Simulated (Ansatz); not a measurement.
Input for Ansatz (an electronic-structure program): U-PBE/def2-TZVPP on AlBrH2 (SMILES [AlH2][Br]), a point of a bond scan (R = 2.040 Å).

Ansatz 0.2 input:
```yaml
crystal:
  periodic: [false, false, false]
  atoms:
    - {symbol: Al, position_ang: [-0.83541046, -1.29867282, 0.20638148]}
    - {symbol: H, position_ang: [-0.32444596, -2.32948796, 1.27376836]}
    - {symbol: H, position_ang: [-2.12574011, -1.47940621, -0.66846947]}
    - {symbol: Br, position_ang: [0.25872952, 0.40220348, -0.06391706]}
basis:
  gaussian:
    orbitals: def2-TZVPP
hamiltonian:
  xc: {name: PBE}
magnetization: {spin_polarized: true, initial_magnetization: 0}
```

Program output:

```
WARN ansatz: RAYON_NUM_THREADS=1 ignored (pool sized by the plan → 1); use --threads N
Functional definition: PBE
integrals: 0.04 GiB planned
763 factors; their error is unknown
mean field: 0.37 GiB planned
mean field evaluation 1: about -76661.3313 eV, gradient 1.3e1 eV
mean field evaluation 2: about -76661.9606 eV, gradient 8.3e0 eV
mean field evaluation 4: about -76662.4484 eV, gradient 7.0e-1 eV
mean field evaluation 8: about -76662.4251 eV, gradient 9.0e-2 eV
mean field evaluation 16: about -76662.4251 eV, gradient 8.0e-6 eV
mean field -76662.42509863 eV, -2817.2921587166 hartree, gradient 8.0e-6 eV, S^2 0.000000; 0 other end points of the search recorded, 0 dependent functions left out
reference -76662.42513504 eV, -2817.2921600544 hartree; 25, 25 occupied and 93, 93 virtual orbitals, 763 factors
Total energy: -76662.42513504 eV, -2817.2921600544 hartree
```

The run converged.

Cost: very roughly 1.8 core-seconds.
